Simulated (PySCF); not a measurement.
PySCF input file for Zn(OMe)(SH) (CH₄OSZn), SMILES C[O][Zn][SH], TDDFT-PBE/def2-SVPD. Coordinates come from a B3LYP-D3(BJ)/def2-SVP optimisation. The structure was generated by enumeration; whether it is a known compound was not checked. The values are those of a single conformer.

```python
import numpy as np
from pyscf import gto, scf, dft, tdscf

mol = gto.M(
    atom='''
    Zn    0.06855348    0.05250120    0.08421193
    O     1.27452192   -0.77590145   -0.92895949
    C     1.04143165   -1.44879105   -2.13144786
    H     0.62844302   -0.79778632   -2.93100701
    H     1.99748884   -1.85299421   -2.51562875
    H     0.35056896   -2.31266667   -2.02936945
    S    -1.24918182    1.14054136    1.43628199
    H    -1.49096144    0.03970754    2.18949885
    ''',
    basis='def2-SVPD',
    charge=0,
    spin=0,
    max_memory=1600,
    verbose=4,
)
mf = dft.RKS(mol, xc='pbe').density_fit(auxbasis='def2-universal-jkfit')
mf.grids.level = 3
mf.conv_tol = 1e-9
mf.max_cycle = 100
mf.kernel()
mf.grids = dft.Grids(mol).set(level=1).build(with_non0tab=True)  # coarser grid for the response kernel
td = tdscf.TDDFT(mf)
td.singlet = True
td.nstates = 10
td.conv_tol = 1e-4
td.positive_eig_threshold = 1e-6
td.kernel(x0=td.get_init_guess(mf, 15))
td.analyze()
tt = tdscf.TDA(mf)
tt.singlet = False
tt.nstates = 4
tt.conv_tol = 1e-4
tt.positive_eig_threshold = 1e-6
tt.kernel(x0=tt.get_init_guess(mf, 9))
tt.analyze(verbose=3)
```

Program output:

```
PySCF version 2.14.0

[INPUT] verbose = 4
[INPUT] num. atoms = 8
[INPUT] num. electrons = 64
[INPUT] charge = 0
[INPUT] spin (= nelec alpha-beta = 2S) = 0
[INPUT] symmetry False subgroup None
[INPUT] Mole.unit = angstrom
[INPUT] Symbol           X                Y                Z      unit          X                Y                Z       unit  Magmom
[INPUT]  1 Zn     0.068553480000   0.052501200000   0.084211930000 AA    0.129547302086   0.099212889211   0.159137484121 Bohr   0.0
[INPUT]  2 O      1.274521920000  -0.775901450000  -0.928959490000 AA    2.408497368555  -1.466241240153  -1.755479016916 Bohr   0.0
[INPUT]  3 C      1.041431650000  -1.448791050000  -2.131447860000 AA    1.968020595954  -2.737818296221  -4.027852704190 Bohr   0.0
[INPUT]  4 H      0.628443020000  -0.797786320000  -2.931007010000 AA    1.187585192695  -1.507597650725  -5.538800518080 Bohr   0.0
[INPUT]  5 H      1.997488840000  -1.852994210000  -2.515628750000 AA    3.774706844475  -3.501651567305  -4.753849368582 Bohr   0.0
[INPUT]  6 H      0.350568960000  -2.312666670000  -2.029369450000 AA    0.662479322174  -4.370306623710  -3.834952466059 Bohr   0.0
[INPUT]  7 S     -1.249181820000   1.140541360000   1.436281990000 AA   -2.360611519586   2.155310804139   2.714179598745 Bohr   0.0
[INPUT]  8 H     -1.490961440000   0.039707540000   2.189498850000 AA   -2.817508783887   0.075036375680   4.137553176550 Bohr   0.0

nuclear repulsion = 315.591313634149
number of shells = 56
number of NR pGTOs = 224
number of NR cGTOs = 136
basis = def2-SVPD
ecp = {}


[settings echo left out]
init E= -2292.07022097287
  HOMO = -0.276351768332421  LUMO = -0.0857741938912477  gap/eV = 5.18588
cycle= 1 E= -2292.07982392368  delta_E= -0.0096  |g|= 1.21  |ddm|= 3.65
  HOMO = -0.100286828370065  LUMO = -0.0415740440749826  gap/eV = 1.59766
cycle= 2 E= -2288.76926098439  delta_E= 3.31  |g|= 3.62  |ddm|= 5.29
  HOMO = -0.166438103225826  LUMO = -0.0763434787620607  gap/eV = 2.45160
cycle= 3 E= -2292.14815322185  delta_E= -3.38  |g|= 0.915  |ddm|= 4.67
  HOMO = -0.218773049714339  LUMO = -0.0647314090236  gap/eV = 4.19169
cycle= 4 E= -2292.32325073693  delta_E= -0.175  |g|= 0.238  |ddm|= 1.23
  HOMO = -0.221173462525731  LUMO = -0.079679188166768  gap/eV = 3.85026
cycle= 5 E= -2292.33384044218  delta_E= -0.0106  |g|= 0.0677  |ddm|= 0.369
  HOMO = -0.220247919556763  LUMO = -0.0745466740220548  gap/eV = 3.96473
cycle= 6 E= -2292.33513685145  delta_E= -0.0013  |g|= 0.0259  |ddm|= 0.121
  HOMO = -0.22214754589788  LUMO = -0.0745444458896465  gap/eV = 4.01648
cycle= 7 E= -2292.33532047022  delta_E= -0.000184  |g|= 0.00737  |ddm|= 0.0325
  HOMO = -0.223117076139385  LUMO = -0.0749758450593241  gap/eV = 4.03113
cycle= 8 E= -2292.3353329548  delta_E= -1.25e-05  |g|= 0.00207  |ddm|= 0.00885
  HOMO = -0.223097853506379  LUMO = -0.0748687829433434  gap/eV = 4.03352
cycle= 9 E= -2292.33533391583  delta_E= -9.61e-07  |g|= 0.000453  |ddm|= 0.00278
  HOMO = -0.223116892708445  LUMO = -0.0748751601242263  gap/eV = 4.03386
cycle= 10 E= -2292.33533396202  delta_E= -4.62e-08  |g|= 0.000195  |ddm|= 0.000791
  HOMO = -0.223109994657691  LUMO = -0.0748727419507578  gap/eV = 4.03374
cycle= 11 E= -2292.33533397331  delta_E= -1.13e-08  |g|= 5.47e-05  |ddm|= 0.000296
  HOMO = -0.223109967327813  LUMO = -0.0748732466531248  gap/eV = 4.03373
cycle= 12 E= -2292.33533397421  delta_E= -8.94e-10  |g|= 1.07e-05  |ddm|= 7.46e-05
  HOMO = -0.223112772630046  LUMO = -0.0748729403874631  gap/eV = 4.03381
Extra cycle  E= -2292.33533397408  delta_E= 1.28e-10  |g|= 2.37e-05  |ddm|= 4.76e-05
converged SCF energy = -2292.33533397408
tot grids = 34008
Overwritten attributes  positive_eig_threshold  of <class 'pyscf.tdscf.rks.CasidaTDDFT'>


******** <class 'pyscf.tdscf.rks.CasidaTDDFT'> for <class 'pyscf.df.df_jk.DFRKS'> ********
nstates = 10 singlet
deg_eia_thresh = 1.000e-03
wfnsym = None
conv_tol = 0.0001
eigh lindep = 1e-12
eigh level_shift = 0
eigh max_cycle = 100


Excitation energies (eV)
[4.14644549 4.43104538 4.77716298 5.26661982 5.3252005  5.33718132
 5.56203575 5.74282936 5.7946706  5.95046148]

** Singlet excitation energies and oscillator strengths **
Excited State   1:      4.14645 eV    299.01 nm  f=0.0041
      32 -> 33       -0.70595
Excited State   2:      4.43105 eV    279.81 nm  f=0.0301
      30 -> 33       -0.12333
      31 -> 33       -0.69027
Excited State   3:      4.77716 eV    259.54 nm  f=0.0404
      30 -> 33        0.64374
      32 -> 34        0.26629
Excited State   4:      5.26662 eV    235.42 nm  f=0.0008
      31 -> 34        0.69578
Excited State   5:      5.32520 eV    232.83 nm  f=0.0052
      32 -> 34        0.10774
      32 -> 35       -0.69158
Excited State   6:      5.33718 eV    232.30 nm  f=0.0749
      30 -> 33        0.20602
      30 -> 35       -0.11169
      31 -> 35        0.18755
      32 -> 34       -0.60029
      32 -> 35       -0.11951
Excited State   7:      5.56204 eV    222.91 nm  f=0.0006
      30 -> 34       -0.70379
Excited State   8:      5.74283 eV    215.89 nm  f=0.0204
      29 -> 33       -0.16612
      30 -> 35        0.11109
      31 -> 35       -0.52179
      32 -> 36       -0.41092
Excited State   9:      5.79467 eV    213.96 nm  f=0.0263
      29 -> 33        0.16536
      31 -> 35        0.35675
      32 -> 34        0.12585
      32 -> 36       -0.55426
Excited State  10:      5.95046 eV    208.36 nm  f=0.0079
      29 -> 33       -0.17693
      30 -> 35       -0.65428
      32 -> 34        0.10260
      32 -> 36       -0.11796

** Transition electric dipole moments (AU) **
state          X           Y           Z        Dip. S.      Osc.
  1        -0.0412     -0.1493      0.1273      0.0402      0.0041
  2        -0.1473     -0.2390     -0.4455      0.2773      0.0301
  3         0.5361     -0.1813     -0.1573      0.3450      0.0404
  4         0.0551      0.0147     -0.0558      0.0064      0.0008
  5        -0.0375      0.1932      0.0286      0.0395      0.0052
  6         0.3390     -0.3666     -0.5688      0.5729      0.0749
  7         0.0035      0.0558     -0.0384      0.0046      0.0006
  8         0.2840     -0.0710     -0.2431      0.1448      0.0204
  9        -0.2263      0.2351      0.2805      0.1852      0.0263
 10         0.0750      0.1535      0.1574      0.0540      0.0079

** Transition velocity dipole moments (imaginary part, AU) **
state          X           Y           Z        Dip. S.      Osc.
  1        -0.0063     -0.0232      0.0198      0.0010      0.0042
  2        -0.0216     -0.0388     -0.0718      0.0071      0.0292
  3         0.1003     -0.0326     -0.0267      0.0118      0.0450
  4         0.0123      0.0050     -0.0110      0.0003      0.0010
  5        -0.0059      0.0450      0.0010      0.0021      0.0070
  6         0.0644     -0.0707     -0.1138      0.0221      0.0751
  7         0.0003      0.0121     -0.0090      0.0002      0.0007
  8         0.0578     -0.0110     -0.0518      0.0061      0.0194
  9        -0.0449      0.0524      0.0594      0.0083      0.0259
 10         0.0210      0.0356      0.0370      0.0031      0.0094

** Transition magnetic dipole moments (imaginary part, AU) **
state          X           Y           Z
  1        -0.1954      0.0301     -0.0212
  2         0.0170      0.1082     -0.0697
  3        -0.0524     -0.2297      0.1277
  4         0.0244     -0.2374     -0.2078
  5        -0.3943      0.0757     -0.1438
  6        -0.1095     -0.3723      0.2705
  7        -0.1692     -0.0178     -0.1407
  8         0.1197     -0.1599      0.1601
  9         0.1988      0.3269     -0.1044
 10         0.0987      0.0792     -0.0412
Overwritten attributes  positive_eig_threshold  of <class 'pyscf.tdscf.rks.TDA'>


******** <class 'pyscf.tdscf.rks.TDA'> for <class 'pyscf.df.df_jk.DFRKS'> ********
nstates = 4 triplet
deg_eia_thresh = 1.000e-03
wfnsym = None
conv_tol = 0.0001
eigh lindep = 1e-12
eigh level_shift = 0
eigh max_cycle = 100


Excitation energies (eV)
[3.87303302 4.06702988 4.30624107 4.82646252]

** Triplet excitation energies and oscillator strengths **
Excited State   1:      3.87303 eV    320.12 nm  f=0.0000
Excited State   2:      4.06703 eV    304.85 nm  f=0.0000
Excited State   3:      4.30624 eV    287.92 nm  f=0.0000
Excited State   4:      4.82646 eV    256.88 nm  f=0.0000
```

The run converged.
